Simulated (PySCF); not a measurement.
Zn(Me)2 (C2H6Zn), SMILES [CH3][Zn][CH3].

The structure is a stationary point at B3LYP-D3(BJ)/def2-SVP. The isomer is the one that the SMILES or the coordinates give; other isomers of the formula were not compared.

These are CAM-B3LYP/def2-TZVPD run with PySCF values and carry that method's errors.

Isolated molecule, no solvent.

Computed frontier levels, gap, dipole moment and polarisability:
highest occupied level: -8.48 eV
lowest empty level: 0.51 eV
orbital gap: 9.00 eV
dipole moment: 0.00 D
quadrupole, principal values (traceless, Buckingham form, about the centre of nuclear charge): -6.79, 3.39, 3.39 D·Å
mean static polarisability: 53.3 bohr³ (7.90 Å³)
polarisability, principal values: 44.0, 44.0, 71.9 bohr³
